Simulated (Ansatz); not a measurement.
Species: H2GeOF, charge 0, doublet. H2GeOF (SMILES [GeH2]([F])[O], doublet).
B3LYP-D3(BJ)/def2-TZVP minimum from Ansatz (a first-principles code):
```xyz
5

Ge     0.1661     0.2443     0.0922
F      0.7053    -1.2995    -0.5137
O     -1.6179     0.2784     0.1315
H      0.6222     1.3006    -0.9187
H      0.6582     0.3486     1.5388
```
Charge 0, spin multiplicity 2.

Property: atomisation energy (electronic, to ground-state atoms), in kcal/mol. Radicals and triplets start from unrestricted determinants; spin-orbit coupling is neglected. Cores are frozen in correlated methods (noble-gas shells, and filled d and f shells in the p block). No relativity. CBS(X,Y): correlation extrapolated as X^-3, Hartree-Fock from the larger set. A bracket is a step between two methods taken in the basis named. Double hybrids freeze cores in their MP2 part. For partners of very few electrons the exact lower level stands in for a higher one.

CCSD(T)/CBS(cc-pVTZ,cc-pVQZ) + [CCSDT(Q) - CCSD(T)]/cc-pVDZ (Ansatz) gives 343.4 kcal/mol.

How far off this value is PBE/def2-TZVPD (Ansatz), in which direction, and how far these levels: r2SCAN/def2-TZVPD, B3LYP/def2-TZVPD, PBE0/def2-TZVPD, wB97M-V/def2-TZVPD, B2PLYP/def2-TZVPD, CCSD(T)/CBS(cc-pVTZ,cc-pVQZ)?

PBE gives 344.0 kcal/mol, 0.6 kcal/mol above it. Differences of the others: r2SCAN/def2-TZVPD (Ansatz) 0.1; B3LYP/def2-TZVPD (Ansatz) -8.6; PBE0/def2-TZVPD (Ansatz) -11.2; wB97M-V/def2-TZVPD (Ansatz) -6.1; B2PLYP/def2-TZVPD (Ansatz) -8.8; CCSD(T)/CBS(cc-pVTZ,cc-pVQZ) (Ansatz) -0.8 kcal/mol.
